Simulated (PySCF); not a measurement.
Compound: pyrazinecarbonitrile, C5H3N3.
Numbering: `[N:1]#[C:2][c:3]1[cH:4][n:5][cH:6][cH:7][n:8]1` (hydrogens: H9 on C4; H10 on C6; H11 on C7)

Computed geometry: GFN2-xTB, gas phase.

**Question.** List the bond lengths and angles at this level.

**Answer.** 
| bond | length (Å) |
| --- | --- |
| N1≡C2 | 1.145 |
| C2–C3 | 1.420 |
| C3–C4 | 1.401 |
| C4–N5 | 1.320 |
| N5–C6 | 1.324 |
| C6–C7 | 1.393 |
| C7–N8 | 1.319 |
| C3–N8 | 1.333 |
| C4–H9 | 1.081 |
| C6–H10 | 1.081 |
| C7–H11 | 1.081 |

A selection of angles:
| angle | degrees |
| --- | --- |
| N1–C2–C3 | 177.1 |
| C2–C3–C4 | 120.0 |
| C2–C3–N8 | 118.8 |
| C4–C3–N8 | 121.2 |
| C3–C4–N5 | 121.1 |
| C4–N5–C6 | 117.6 |
| N5–C6–C7 | 121.4 |
| C6–C7–N8 | 121.6 |
| C3–N8–C7 | 117.1 |

The 5 C–N bonds span 1.145 Å (N1≡C2, drawn triple) to 1.333 Å (C3–N8, aromatic), a spread of 0.188 Å. The 8 heavy atoms lie in one plane (0.001 Å rms). The 6-membered ring C3–C4–N5–C6–C7–N8 has internal angles of 117.1° to 121.6°; it is planar, 0.00 Å rms from its mean plane, widest ring torsion 0°. The C–C distances run from 1.393 Å (C6–C7, aromatic) to 1.420 Å (C2–C3, drawn single), a spread of 0.027 Å. N5 (pyridine-type nitrogen) is bent (angle 117.6°).

Point group: Cs (tolerance 0.08 Å). Stationary, but not proved a minimum.
